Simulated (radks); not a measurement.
Results of a calculation; reference values are marked as such.
Excited configurations of the barium ion Ba3+: one electron is placed in a higher orbital outside [Kr] 4d10 5s2 5p4. The ground configuration is [Kr] 4d10 5s2 5p5. Code: a radial shooting solver on a logarithmic mesh with Libxc functionals. Model: scalar-relativistic Kohn-Sham, PBEsol, spin-polarised, spherical densities, finite nucleus; open shells are filled with parallel spins first (spin-orbit coupling, left out, can overturn this in heavy ions); Fermi nuclear charge, rms radius 4.8378 fm. Excitation = E - E(ground); binding = E(ion) - E, where the ion is the core of charge +4; n* = 4/sqrt(2 binding) in atomic units, and the quantum defect is n - n*.

outer orbital	excitation (eV)	binding (eV)	eigenvalue (eV)	<r> (bohr)
5f	33.546	13.749	-11.648	4.444
6p	26.785	20.511	-18.193	3.930
7s	33.220	14.076	-12.624	6.012
7p	35.154	12.142	-10.842	6.744
7f	40.863	6.433	-5.712	11.57

The Delta-SCF ionisation energy is 47.296 eV (NIST Atomic Spectra Database: 47.0 eV, semi-empirical). Self-interaction in the functional shifts the binding energies and quantum defects, so they are the method's values and not measured ones. Open shells are spherical and high-spin; term and fine-structure splittings are not resolved. Spin-orbit splitting is averaged out at the scalar-relativistic level.
